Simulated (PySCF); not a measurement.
A side-by-side comparison of computed properties.

First species: C₈H₉N.
SMILES: `[H]/N=C\C1C=CC=CC=C1`

Second species: C2H9N2PSi2.
Cartesian coordinates in Å at the GFN2-xTB level; atoms count from 1:
```xyz
16
C2H9N2PSi2 angstrom
C     -3.149    0.498   -0.373
N     -1.916   -0.200   -0.643
Si    -0.403    0.283   -0.011
P      1.019   -1.213   -0.891
Si     2.837   -0.765    0.303
C      3.419    0.920   -0.248
N      3.761    1.956   -0.596
H     -3.333    1.307   -1.087
H     -3.093    0.931    0.622
H     -3.991   -0.195   -0.410
H     -1.939   -0.687   -1.528
H     -0.516    0.211    1.452
H      0.105    1.613   -0.379
H      0.634   -2.273   -0.096
H      3.890   -1.721   -0.045
H      2.667   -0.655    1.757
```

Levels: PBE0/def2-SVPD for dipole moment, HOMO energy, LUMO energy, HOMO–LUMO gap, static isotropic polarisability and electronic spatial extent ⟨r²⟩ about the centre of nuclear charge; TDDFT PBE0/def2-SVPD for lowest singlet excitation; TDA PBE0/def2-SVPD for lowest triplet excitation (Tamm–Dancoff); GFN2-xTB for rotational constant A and rotational constant C. Geometries: GFN2-xTB. All species are isolated and taken at one optimised geometry, non-relativistic unless stated; the electronic structure was computed with PySCF and density fitting.

The conformers computed, where there is a choice (atom-mapped SMILES and torsion angles):
- `[H]/[N:1]=[CH:2]\[CH:3]1[CH:4]=[CH:5][CH:6]=[CH:7][CH:8]=[CH:9]1`: N1–C2–C3–C4 -123°
- `[CH3:1][NH:2][SiH2:3][PH:4][SiH2:5][C:6]#[N:7]`: C1–N2–Si3–P4 -178°, N2–Si3–P4–Si5 -169°, Si3–P4–Si5–C6 -69°

```csv
property,column X,column Y
dipole moment,4.28 D,2.43 D
HOMO energy,-7.12 eV,-6.84 eV
LUMO energy,-0.67 eV,-1.11 eV
HOMO–LUMO gap,6.45 eV,5.73 eV
lowest singlet excitation,5.44 eV,4.83 eV
lowest triplet excitation (Tamm–Dancoff),5.21 eV,3.30 eV
static isotropic polarisability,116.5 au,98.9 au
electronic spatial extent ⟨r²⟩ about the centre of nuclear charge,1963 bohr²,1198 bohr²
rotational constant A,2.812 GHz,3.307 GHz
rotational constant C,0.575 GHz,1.017 GHz
```

Which column belongs to which species?

Column X is the second species and column Y the first. The first has 18 atoms and 64 electrons, the second 16 and 78.

How does each property change from the first species to the second?

dipole moment +1.85 D; HOMO energy -0.28 eV; LUMO energy +0.44 eV; HOMO–LUMO gap +0.72 eV; lowest singlet excitation +0.61 eV; lowest triplet excitation (Tamm–Dancoff) +1.91 eV; static isotropic polarisability +17.6 au; electronic spatial extent ⟨r²⟩ about the centre of nuclear charge +765 bohr²; rotational constant A -0.495 GHz; rotational constant C -0.442 GHz.

On the first: In wavenumbers S1 is 39000 cm⁻¹ (1 eV = 8065.54 cm⁻¹). No computed singlet falls in the visible range (750 to 380 nm, 1.65 to 3.26 eV); S1 lies 1.57 eV above its blue end.

On the second: A dipole of 4.28 D is allowed in C1, and pure rotational transitions are dipole-allowed. The vertical singlet–triplet gap S1 − T1 is 0.23 eV (TDDFT singlet less Tamm–Dancoff triplet; S1: HOMO→LUMO+1, weight 0.72; T1: HOMO→LUMO+1, weight 0.60).
